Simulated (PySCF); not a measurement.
# Bonding in `C=Cc1ncccp1`

Compound: C6H6NP.
SMILES with atom numbers: `[CH2:1]=[CH:2][c:3]1[n:4][cH:5][cH:6][cH:7][p:8]1` (hydrogens: H9, H10 on C1; H11 on C2; H12 on C5; H13 on C6; H14 on C7)

Geometry (GFN2-xTB, Å), atoms numbered from 1 in this order:
```
atom  x, y, z in Å
C1     2.8210    0.1898    0.2349
C2     1.8960   -0.4440   -0.4779
C3     0.4622   -0.2640   -0.2915
N4     0.0693    0.5810    0.6430
C5    -1.1963    0.8241    0.9007
C6    -2.2829    0.2462    0.2519
C7    -2.1209   -0.6712   -0.7644
P8    -0.5817   -1.2152   -1.3566
H9     2.5340    0.8850    1.0047
H10    3.8733    0.0335    0.0708
H11    2.1731   -1.1463   -1.2552
H12   -1.3654    1.5419    1.6952
H13   -3.2802    0.5299    0.5585
H14   -3.0023   -1.0911   -1.2362
```

Bond orders from the PBE0/pcSseg-1 density (PySCF). Isolated species at its GFN2-xTB geometry (one conformer only).

Where do the orders between heavy atoms depart from those drawn in the SMILES?

The largest departure is 0.269, at P8–C3 (drawn aromatic, 1.231), counting aromatic bonds as 1.5. The bonds drawn aromatic range from 1.23 to 1.52.

Give the Mayer order of every bond between heavy atoms, beside its length.

| bond | drawn as | length (Å) | Mayer order |
| --- | --- | --- | --- |
| C1–C2 | double | 1.329 | 1.923 |
| C2–C3 | single | 1.457 | 1.063 |
| C3–N4 | aromatic | 1.320 | 1.416 |
| N4–C5 | aromatic | 1.314 | 1.523 |
| C5–C6 | aromatic | 1.391 | 1.363 |
| C6–C7 | aromatic | 1.379 | 1.464 |
| C7–P8 | aromatic | 1.737 | 1.309 |
| P8–C3 | aromatic | 1.769 | 1.231 |

Bonds between the same two heavy elements. C–C: lowest C2–C3 (1.063, 1.457 Å), highest C1–C2 (1.923, 1.329 Å). C–N: lowest C3–N4 (1.416, 1.320 Å), highest N4–C5 (1.523, 1.314 Å). C–P: lowest P8–C3 (1.231, 1.769 Å), highest C7–P8 (1.309, 1.737 Å).

And the bonds to hydrogen?

C–H: 0.93 to 0.97 (6 bonds).

Sum the orders of all bonds at each heavy atom with more than one neighbour and set the sums beside the valence in the SMILES.

C1 3.805 (drawn 4), C2 3.939 (drawn 4), C3 3.710 (drawn 4), N4 2.939 (drawn 3), C5 3.856 (drawn 4), C6 3.784 (drawn 4), C7 3.720 (drawn 4), P8 2.540 (drawn 3). Orders between atoms that aren't bonded are not in these sums.

The Mayer order sums products of elements of PS (density times overlap matrix) between the two atoms' basis functions, so it depends on the basis set.

The run behind these numbers computed NMR shieldings as well. Rough CPU time on one thread of a shared machine: about 60 s.
